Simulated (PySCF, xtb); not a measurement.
Si(F)3(SiH3) (F3H3Si2), SMILES F[Si](F)(F)[SiH3].

GFN2-xTB run with xtb at its own geometry gives an orbital gap of 5.17 eV and a dipole moment of 3.38 D.

The structure is a stationary point at PBE0-D3(BJ)/def2-SVP.

**Question.** What does PBE/def2-TZVP (PySCF) give? (An estimate is asked for; the answer gives what the named calculation found.)

**Answer.** gap 6.88 eV (levels -8.15 and -1.27 eV), dipole 2.14 D.
